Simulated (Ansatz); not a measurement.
Input for Ansatz (an electronic-structure program): U-CCSD(T)/def2-TZVPP on SrNb, 2S+1 = 4, a spin state set in the input, which need not be the lowest, a point of a bond scan (R = 3.197 Å). Elements past Kr take the def2 small-core potentials; no spin–orbit coupling.

Ansatz 0.2 input:
```yaml
crystal:
  periodic: [false, false, false]
  atoms:
    - {symbol: Nb, position_ang: [0.00000000, 0.00000000, 0.00000000]}
    - {symbol: Sr, position_ang: [0.00000000, 0.00000000, 3.19705400]}
basis:
  gaussian:
    orbitals: def2-TZVPP
    pivot_positions_ang: [[0.00000000, 0.00000000, 0.00000000], [0.00000000, 0.00000000, 3.19705400]]
magnetization: {spin_polarized: true, initial_magnetization: 3}
correlation: {method: ccsd_t, electrons: valence}
output: {orbitals: {seedname: ./end}}
```

**Question.** Predict the final total energy.

**Answer.** -87.2448 hartree (reference determinant -86.6659, T1 diagnostic 0.045). Its determinant has ⟨S²⟩ = 5.08, a mixture of spin states.

**Question.** How many basis functions does it have, and what does it roughly cost on one machine?

**Answer.** 96 functions; very roughly 3 core-minutes.
